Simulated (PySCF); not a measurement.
Ortho-chlorotoluene, C₇H₇Cl.
Z-matrix (Å and degrees, PBE0-D3(BJ)/def2-TZVP geometry), rows numbered from 1:
```
C 
C   1  1.4936
C   2  1.3921  1  121.26
C   3  1.3856  2  121.87  1   180.00
C   4  1.3858  3  119.83  2    -0.01
C   5  1.3852  4  119.74  3     0.01
C   6  1.3853  5  119.51  4    -0.01
Cl  7  1.7323  2  119.42  1     0.02
H   1  1.0929  2  111.16  3   120.71
H   1  1.0900  2  110.65  3     0.04
H   1  1.0929  2  111.15  3  -120.63
H   3  1.0848  2  118.41  1     0.00
H   4  1.0835  3  119.89  2   180.00
H   5  1.0835  4  120.58  3  -180.00
H   6  1.0826  5  121.06  4   179.99
```

All values: wB97X-D/pcSseg-2 (PySCF, non-relativistic), on one gas-phase PBE0-D3(BJ)/def2-TZVP geometry that isn't relaxed in the solvent. The solvent is an IEF-PCM continuum (van der Waals radii × 1.2). Specific hydrogen bonds and non-electrostatic terms are outside this model.

Gas phase at wB97X-D/pcSseg-2: HOMO -8.76 eV, LUMO 1.24 eV, dipole 1.53 D.

Q: What does the continuum do to the energy, the frontier levels and the dipole at wB97X-D/pcSseg-2 in chloroform?

A: 
```
   solvent      ε  E(solvent) − E(gas) (kcal/mol)  polarisation term (kcal/mol)  distortion of the solute (kcal/mol)  HOMO (eV)  LUMO (eV)  dipole (D)
chloroform  4.711                           -2.07                         -2.28                                 0.21      -8.76       1.27        1.92
```

The polarisation term is half the interaction of the solute with the surface charges that it induces; the rest is the cost of distorting the solute's density. The sum is the electrostatic part of solvation alone.

Q: Which radius a makes the point-dipole formula ΔE = −[(ε − 1)/(2ε + 1)]·μ²/a³ give the value in chloroform, with the gas-phase dipole?

A: μ = 0.601 au and |ΔE| = 0.00330 Eh give a = 1.79 Å; the farthest nucleus lies 3.19 Å from the centroid of the nuclei, so such a sphere wouldn't even hold the nuclei. The formula assumes a rigid point dipole at the centre of a sphere.

The pairwise dispersion term of wB97X-D wasn't added to the energies; at a given geometry it leaves orbitals and properties as they are.
